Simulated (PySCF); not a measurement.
Input file for PySCF: R-B3LYP/6-31G* on C3H8O2 (SMILES COCOC), a point of a torsion scan.

```python
from pyscf import gto, scf, dft, mp
from pyscf.data.elements import chemcore

mol = gto.M(
    atom='''
    C     2.09304124    0.39741707   -0.07080743
    O     1.34370291   -0.60260041    0.57238789
    C    -0.01593747   -0.32584466    0.63929427
    O    -0.67017382   -1.53269913    0.86057038
    C    -2.05177981   -1.37912320    1.06233715
    H     2.03149305    1.35205110    0.46684395
    H     1.75276041    0.55050541   -1.10238911
    H     3.12290470    0.04836990   -0.07348714
    H    -0.23340181    0.39256041    1.46289736
    H    -0.36905699    0.13712983   -0.31041547
    H    -2.53612791   -0.93421959    0.18355872
    H    -2.25940042   -0.74779177    1.93545906
    H    -2.44749781   -2.37766073    1.23072073
    ''',
    basis='6-31g*',
    cart=True,
    charge=0, spin=0, verbose=3, max_memory=1800)
mf = dft.RKS(mol, xc='b3lyp')
mf.conv_tol = 1e-8
mf.max_cycle = 100
mf.kernel()
if not mf.converged:
    mf = mf.newton().run(mf.mo_coeff, mf.mo_occ)
```

Output:

```
converged SCF energy = -269.54160504584
```

Self-consistency was reached.

Cost: about 7 core-seconds (a rough figure).
